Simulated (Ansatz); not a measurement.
One geometry of [AlBrH3]- (AlH₃Br⁻), several levels of theory.

```yaml
crystal:
  periodic: [false, false, false]
  atoms:
    - {symbol: Al, position_ang: [-0.001246, 0.001991, -0.206646]}
    - {symbol: Br, position_ang: [0.013315, -0.021411, 2.216636]}
    - {symbol: H, position_ang: [1.552368, 0.011589, -0.679242]}
    - {symbol: H, position_ang: [-0.786538, 1.351744, -0.652359]}
    - {symbol: H, position_ang: [-0.777899, -1.343913, -0.678388]}
basis:
  gaussian: {orbitals: def2-TZVPD}
total_charge: -1
magnetization: {spin_polarized: true, initial_magnetization: 2}
hamiltonian: {xc: pbe0, dispersion: d4}
scf: {omitted_lower_state_checks: [starts]}
output: {orbitals: {seedname: orbitals}}
```

The file start.molden holds the orbitals of an earlier run on this structure, at another level or in another basis.

```sh
$ ansatz run in.yaml --threads 4 --pin off --events-out ev --progress --plain --max-ram 3916MiB
```

Output, abridged:

```
Functional definition: PBE0
919 factors; their error is unknown
mean field evaluation 1: about -76672.3330 eV, gradient 2.7e1 eV
mean field evaluation 2: about -76664.4169 eV, gradient 4.5e1 eV
mean field evaluation 4: about -76678.2693 eV, gradient 3.6e0 eV
mean field evaluation 8: about -76678.4289 eV, gradient 1.3e-1 eV
mean field evaluation 16: about -76678.7601 eV, gradient 2.9e-2 eV
mean field evaluation 32: about -76678.7602 eV, gradient 1.2e-4 eV
a density is far from that of the atoms, so the factors are made again for it
890 factors; integrals over basis functions are off by at most 1.3e-3 eV
mean field -76678.76083997 eV, -2817.8924861381 hartree, gradient 9.4e-6 eV, S^2 2.007007; 0 other end points of the search recorded, 0 dependent functions left out
reference -76678.76088603 eV, -2817.8924878307 hartree; 27, 25 occupied and 100, 102 virtual orbitals, 890 factors
Total energy: -76678.83927443 eV, -2817.8953685511 hartree
Checks for a lower state left out: starts
```

Hardware: 4 threads of Arm Neoverse V1 on a shared host. Wall time 12 s.

As the first input, with `gaussian: {orbitals: def2-TZVPD, initial_orbitals: start.molden}`, `hamiltonian: {xc: r2scan, dispersion: d4}` (abridged; 11 s):

```
Functional definition: r2SCAN
mean field evaluation 16: about -76689.0596 eV, gradient 6.1e-2 eV
mean field -76689.05965794 eV, -2818.2709607178 hartree, gradient 3.0e-6 eV, S^2 2.006786
Total energy: -76689.08050196 eV, -2818.2717267212 hartree
Checks for a lower state left out: starts
```

The first input with `gaussian: {orbitals: def2-TZVPD, initial_orbitals: start.molden}`, `hamiltonian: {xc: pbe, dispersion: d4}` (abridged; 4.4 s):

```
Functional definition: PBE
mean field evaluation 16: about -76676.0205 eV, gradient 2.3e-6 eV
mean field -76676.02048444 eV, -2817.7917799297 hartree, gradient 2.6e-6 eV, S^2 2.002493
Total energy: -76676.11293692 eV, -2817.7951774959 hartree
Checks for a lower state left out: starts
```

Geometry: PBE0-D4/def2-TZVPD, that of the charge -1 singlet.

At PBE0-D4/def2-TZVPD, r2SCAN-D4/def2-TZVPD, PBE-D4/def2-TZVPD the highest occupied level of the charge -1 triplet lies above zero (up to 2.12 eV). By energy differences it is unbound by 0.70 eV (vertical, to the charge 0 doublet, at PBE0-D4/def2-TZVPD) and held by the finite basis. At r2SCAN-D4/def2-TZVPD, PBE-D4/def2-TZVPD the gap within one spin of the charge -1 triplet nearly closes, so an electron or hole may be smeared out by delocalisation error. At PBE-D4/def2-TZVPD an occupied level of the charge -1 triplet lies above an empty one (by up to 0.17 eV), so this SCF solution is probably not the lowest. At PBE0-D4/def2-TZVPD a singlet of charge -1 lies 5.40 eV below the triplet at the same geometry.
